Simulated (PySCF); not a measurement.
Species: C5H6Si.
Atom-mapped SMILES: `[CH:1]#[C:2][C:3]#[C:4][CH2:5][SiH3:6]` (hydrogens: H7 on C1; H8, H9 on C5; H10, H11, H12 on Si6)

Cartesian coordinates in Å at the PBE0-D3(BJ)/def2-SVP level; atoms count from 1:
```xyz
12
C5H6Si angstrom
C      3.8596   -0.5276   -0.7221
C      2.6780   -0.5630   -0.4318
C      1.3474   -0.6021   -0.1052
C      0.1641   -0.6519    0.1875
C     -1.2394   -0.6471    0.5262
Si    -1.9691    1.1133    0.4861
H      4.9026   -0.4993   -0.9774
H     -1.3987   -1.0668    1.5349
H     -1.8128   -1.2775   -0.1760
H     -3.4176    1.0390    0.8463
H     -1.8227    1.6818   -0.8846
H     -1.2516    1.9727    1.4710
```

Level of theory: core-valence-separated Tamm–Dancoff BHandHLYP/aug-pcX-1 (pcseg-1 on H, def2-SVPD on Si) in PySCF, non-relativistic, gas phase, PBE0-D3(BJ)/def2-SVP geometry. The energies are unshifted.

The lowest roots of each edge with f over 0.003 (five at most, numbered afresh; weaker and dark ones are left out), with transition dipoles (au) in the frame of the coordinates:

```json
{"root": "1", "edge": "C", "E (eV)": "283.15", "μx": "0.0213", "μy": "0.0109", "μz": "0.0881"}
{"root": "2", "edge": "C", "E (eV)": "283.25", "μx": "-0.0049", "μy": "0.0904", "μz": "-0.0100"}
{"root": "3", "edge": "C", "E (eV)": "283.49", "μx": "-0.0225", "μy": "-0.0115", "μz": "-0.0932"}
{"root": "4", "edge": "C", "E (eV)": "283.55", "μx": "0.0032", "μy": "-0.0936", "μz": "0.0107"}
{"root": "5", "edge": "C", "E (eV)": "283.62", "μx": "0.0107", "μy": "0.0055", "μz": "0.0442"}
```

Problem. What are the oscillator strengths?

Solution. f = (2/3) ΔE |μ|², with ΔE in hartree (27.2114 eV):

```json
{"root": "1", "ΔE (Eh)": "10.4056", "|μ|² (au)": "0.008334", "f": "0.058", "core hole on": "C1"}
{"root": "2", "ΔE (Eh)": "10.4091", "|μ|² (au)": "0.008296", "f": "0.058", "core hole on": "C1"}
{"root": "3", "ΔE (Eh)": "10.4180", "|μ|² (au)": "0.009325", "f": "0.065", "core hole on": "C4"}
{"root": "4", "ΔE (Eh)": "10.4202", "|μ|² (au)": "0.008886", "f": "0.062", "core hole on": "C4"}
{"root": "5", "ΔE (Eh)": "10.4227", "|μ|² (au)": "0.002098", "f": "0.015", "core hole on": "C3"}
```

Problem. Molecules are fixed in this frame and the field points along y. What effective strengths 3 f cos²θ do the roots have (θ between field and μ)?

Solution. root 1 (C1): 0.002, root 2 (C1): 0.170, root 3 (C4): 0.003, root 4 (C4): 0.182, root 5 (C3): 0.001. Averaged over all orientations cos²θ is 1/3, which gives f back.

